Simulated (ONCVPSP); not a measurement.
What one change does to a pseudopotential (Fe (Z = 26), ONCV)

| Quantity | Value |
| --- | --- |
| Element | Fe (Z = 26) |
| Generator | ONCVPSP 4.0.1 |
| Type | optimised norm-conserving Vanderbilt (ONCV) |
| Functional | LDA (Perdew-Wang 92) |
| Relativity | scalar-relativistic |
| Frozen core | [Ar] |
| Valence charge | 8 |
| Reference configuration | 3d6 4s2 |
| Partial waves | 4s: rc 2.15 bohr, ncon 4, nbas 9, qcut 3.7 1/bohr, 2 projectors, debl 3.1 Ha; p scattering state at 0.1 Ha: rc 2.05 bohr, ncon 4, nbas 8, qcut 3.3 1/bohr, 1 projector; 3d: rc 1.20 bohr, ncon 5, nbas 10, qcut 13.1 1/bohr, 3 projectors, debl 1.1 Ha |
| Local potential | polynomial inside 1.05 bohr (lpopt 5, dvloc0 1 Ha) |
| Core correction | Teter function fitted to the true core (icmod 2), fcfact 0.6 |

All-electron outer shells of the reference configuration (LDA (PZ), scalar-relativistic, ld1.x):

```tsv
shell	level (eV)	outermost node (bohr)	outermost maximum (bohr)
3p	-59.93	0.30	0.72
3d	-7.75	–	0.71
4s	-5.49	1.01	2.38
```

Change: d: nproj 0; local potential the d channel.

Cutoffs: the cutoffs (Ha) at which the residual kinetic energy of the hardest occupied pseudo-wave falls to 1 and 0.1 mHa per electron; they do not see the model core or the augmentation charge, which bear on the density cutoff. Errors are all-electron minus pseudo energies relative to the spin-unpolarised reference configuration.

Problem. Predict the effect on cutoff, ghosts and configuration errors.

Solution. The potential gets neither clearly harder nor softer (69 Ha and 78 Ha → 69 Ha and 78 Ha); both files keep a bound ghost (p, s); the lowest positive-energy flag moves from p at 8.8 eV to none; of the 4 tests that both files solve, the error grows in 1 and shrinks in 0 by more than 15 % and 0.3 meV (median size 31.1 → 41.6 meV); the range in which the p phases agree widens (upper end 0.2 → 1.3); the range in which the d phases agree narrows (upper end at the end of the scan → 2.5).

```csv
quantity,base,changed
"cutoff, loose",69 Ha,69 Ha
"cutoff, tight",78 Ha,78 Ha
bound ghosts,"s, p","s, p"
GHOST(+) flags under 300 eV,p at 8.8 eV,none
"error for 3d6 4s1, meV [ΔE 8.97 eV]",-5.3,-5.2
"error for 3d6 4s0, meV [ΔE 25.46 eV]",-23,-23
"error for 3d5 4s0, meV [ΔE 59.99 eV]",-40,-60
"error for 3d7 4s0, meV [ΔE 6.84 eV]",-227,-245
s: phases at 2.19 bohr within 0.05 rad from the reference energy up to (Ha; the scan ends near 5),3.8,3.7
p: phases at 2.08 bohr within 0.05 rad from the reference energy up to (Ha; the scan ends near 5),0.2,1.3
d: phases at 1.22 bohr within 0.05 rad from the reference energy up to (Ha; the scan ends near 5),to the end of the scan,2.5
"rms error of d²Exc/dni dnj with the model core, mHa",4.52,4.52
```

 A true bound ghost makes a file unfit for plane-wave use even where its test errors are small: the radial tests pick states by their node count and pass the ghost by.
